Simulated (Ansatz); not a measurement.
Geometry optimisation, Ansatz, RKS PBE0/def2-SVP.

input.yaml

```yaml
crystal:
  periodic: [false, false, false]
  atoms:
    - { symbol: Ge, position_ang: [0.214282, 1.8e-05, -0.07104] }
    - { symbol: H, position_ang: [0.178006, 6.9e-05, 1.477496] }
    - { symbol: H, position_ang: [1.691674, -2.5e-05, -0.500173] }
    - { symbol: H, position_ang: [-0.479628, 1.263796, -0.587853] }
    - { symbol: H, position_ang: [-0.47967, -1.263772, -0.587773] }
    - { symbol: Cl, position_ang: [-2.865647, 3.9e-05, 1.432794] }
    - { symbol: H, position_ang: [-1.629117, -0.000125, 1.924948] }
basis:
  gaussian: { orbitals: def2-SVP }
hamiltonian:
  xc: pbe0
relax:
  f_tol: 0.03
  max_steps: 50
```

Run as:

```bash
$ ansatz run input.yaml --threads 1 --pin off --max-ram 2048MiB --backend cpu --events-out ev --progress --plain --runs-dir out
```

Task: Where does it end, and by what steps?

Result: It converged. The force dipped under the threshold on the way, but the program's further checks kept it going. After 13 steps the energy has fallen by 0.079 eV; H7 moved furthest, 0.64 Å.

| step | energy less start (eV) | largest force component (eV/Å) | accepted |
| --- | --- | --- | --- |
| 0 | 0.0000 | 1.121 | yes |
| 1 | -0.0531 | 0.745 | yes |
| 2 | -0.0667 | 0.475 | yes |
| 3 | -0.0620 | 0.459 | no |
| 4 | -0.0730 | 0.063 | yes |
| 5 | -0.0747 | 0.019 | yes |
| 6 | -0.0760 | 0.110 | yes |
| 7 | -0.0749 | 0.328 | no |
| 8 | -0.0771 | 0.036 | yes |
| 9 | -0.0779 | 0.023 | yes |
| 10 | -0.0750 | 0.380 | no |
| 11 | -0.0783 | 0.109 | yes |
| 12 | -0.0788 | 0.105 | yes |
| 13 | -0.0792 | 0.009 | yes |

```xyz
7
Properties=species:S:1:pos:R:3
Ge 0.362 0.000 -0.156
H 0.387 0.000 1.384
H 1.811 0.000 -0.670
H -0.362 1.259 -0.654
H -0.362 -1.259 -0.654
Cl -3.092 0.000 1.501
H -2.115 0.000 2.337
```

Whether the end is a true minimum wasn't checked by a vibrational analysis.

The run took 31 s on 1 thread of Arm Neoverse V1 (shared host), peak memory 0.15 GiB.
